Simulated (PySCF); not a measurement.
# One molecule, several mistakes: B2CH5N

All numbers below are calculated, not measured. The program is PySCF 2.14.0, an open-source quantum chemistry code, run on an isolated molecule that a program drew, which may never have been made. The molecule is B2CH5N (charge 0, singlet), drawn as the SMILES string `B=NBC`.

Each row is a Hartree-Fock (HF) and frozen-core CCSD(T) single point in the cc-pVDZ basis, meant for a local HF minimum. Run 1 is clean. Each other run has one planted mistake out of seven kinds, and not every kind appears here: one electron removed, one electron added, multiplicity raised by two, geometry at a saddle point, minimal basis STO-3G, one bond length entered in bohr, all coordinates scaled. The reference is restricted for singlets and unrestricted otherwise, and also for a bond in bohr. Adding or removing an electron swaps singlet and doublet. Electrons count all cores. HOMO and LUMO are orbital energies over both spins, the gradient is its largest component, and the lowest frequency (negative if imaginary) is given only where the gradient is small. Bond lengths are over the 8 bonds as drawn. T1 is the CCSD diagnostic: over 0.02 (restricted) or 0.045 (unrestricted) a single reference is doubtful.

Geometry of the clean run:
```xyz
9
B2CH5N, angstrom
B    -1.1216    3.5928   -0.9642
N    -1.1331    2.4305   -0.5309
B    -1.1442    1.1094   -0.0193
C    -1.2080   -0.1674   -0.9468
H    -1.1109    4.6898   -1.3749
H    -1.0991    0.9653    1.1773
H    -2.0663   -0.7890   -0.6659
H    -1.2709    0.0599   -2.0125
H    -0.3215   -0.7893   -0.7721
```

| run | electrons | basis functions | <S^2> | HOMO (eV) | LUMO (eV) | gradient (hartree/bohr) | lowest frequency (cm^-1) | mean bond (Å) | longest bond (Å) | T1 | HF (hartree) | CCSD(T) (hartree) | mistake |
|---|---|---|---|---|---|---|---|---|---|---|---|---|---|
| 1 | 28 | 81 | 0.000 | -10.52 | 2.64 | 2.6e-05 | 68 | 1.2374 | 1.579 | 0.0137 | -144.65195 | -145.17200 | no fault |
| 2 | 28 | 25 | 0.000 | -8.77 | 6.34 | 4.2e-02 | - | 1.2374 | 1.579 | 0.0154 | -142.85112 | -143.10075 | minimal basis STO-3G |
| 3 | 28 | 81 | 2.030 | -5.26 | -0.82 | 1.9e-01 | - | 1.2374 | 1.579 | 0.0545 | -144.48370 | -144.99179 | multiplicity raised by two |
| 4 | 29 | 81 | 0.863 | 0.90 | 9.50 | 4.2e-02 | - | 1.2374 | 1.579 | 0.0237 | -144.58491 | -145.13027 | one electron added |
| 5 | 28 | 81 | 0.000 | -10.66 | 2.88 | 7.6e-02 | - | 1.1829 | 1.510 | 0.0124 | -144.63194 | -145.14255 | all coordinates scaled |
| 6 | 28 | 81 | 0.629 | -9.63 | 1.42 | 3.6e-02 | - | 1.3949 | 2.677 | 0.0658 | -144.43873 | -144.97301 | ? |

**Which mistake was planted in run 6, and what did it cost?**

The mean bond changes by a factor of 1.127 and the longest by 1.695, so the molecule wasn't scaled as a whole. A length L in bohr read as angstrom grows by (1/0.5292 - 1) L = 0.890 L. The 8 bonds together grew by 8 x 0.1575 = 1.260 Å, which gives L = 1.416 Å. That is bond N2-B3, 1.417 Å in the clean geometry. So the mistake is: one bond length entered in bohr. Subtracting run 1 and multiplying by 627.51 kcal/mol a hartree, the energy moved by 133.8 kcal/mol in HF and 124.9 kcal/mol in CCSD(T).

Cautions from the logs. Run 3: T1 is over the limit, so its CCSD(T) energy is less reliable; run 4: the HOMO is above zero, so the electron isn't bound and the energy depends on the basis; run 6: T1 is over the limit, so its CCSD(T) energy is less reliable.
